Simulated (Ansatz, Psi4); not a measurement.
Input for Ansatz (a program for electronic structure):
Ansatz 0.2 input:
```yaml
crystal:
  periodic: [false, false, false]
  atoms:
    - {symbol: Ag, position_ang: [0.00000000, 0.00000000, 0.00000000]}
basis:
  gaussian:
    orbitals: def2-SVPD
hamiltonian:
  xc: pbe0
magnetization: {spin_polarized: true, initial_magnetization: 1}
accuracy: high
```

Problem. Give the equivalent Psi4 input.

Solution. One answer among several that fit: 
```
memory 2 GB

molecule mol {
0 2
  Ag    0.000000    0.000000    0.000000
}

set basis def2-svpd
set reference uks
set scf_type pk
set puream true
set d_convergence 1e-8
set dft_radial_points 99
set dft_spherical_points 590

energy('pbe0')
print_variables()
```

Both were run: Ansatz gave -146.930343 Eh and Psi4 -146.930343 Eh, 0.000 mEh apart.
